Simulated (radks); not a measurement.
The numbers below are computed, except where a source is named.
Orbital eigenvalues (eV) of the thallium ion Tl2+, [Xe] 4f14 5d10 6s1, at several levels of relativity; Dirac values are averaged over j with weights 2j + 1. Spin-unpolarised spherical Kohn-Sham, PBE, point nucleus unless stated (finite: rms radius 5.4759 fm), a radial shooting solver on a logarithmic mesh with Libxc functionals. A level marked "c x" has the speed of light scaled by that factor.

| shell | non-rel. | scalar-rel. | Dirac, c x 1.25 | Dirac, c x 5 | change of magnitude, last against first (%) |
|---|---|---|---|---|---|
| 2p | -12462 | -13129 | -12923 | -12488 | +0.21 |
| 3s | -3080.3 | -3657.4 | -3413.4 | -3098.7 | +0.60 |
| 3p | -2850.0 | -3042.7 | -2979.7 | -2857.5 | +0.26 |
| 3d | -2420.4 | -2406.7 | -2409.0 | -2419.8 | -0.02 |
| 4s | -683.99 | -830.22 | -768.06 | -688.59 | +0.67 |
| 4p | -583.49 | -628.79 | -614.16 | -585.22 | +0.30 |
| 4d | -398.21 | -392.92 | -394.47 | -398.00 | -0.05 |
| 4f | -148.11 | -131.92 | -137.62 | -147.47 | -0.43 |
| 5s | -120.53 | -148.89 | -136.73 | -121.41 | +0.73 |
| 5p | -87.509 | -94.005 | -92.072 | -87.760 | +0.29 |
| 5d | -34.970 | -33.158 | -33.819 | -34.899 | -0.20 |
| 6s | -21.935 | -25.373 | -23.893 | -22.038 | +0.47 |
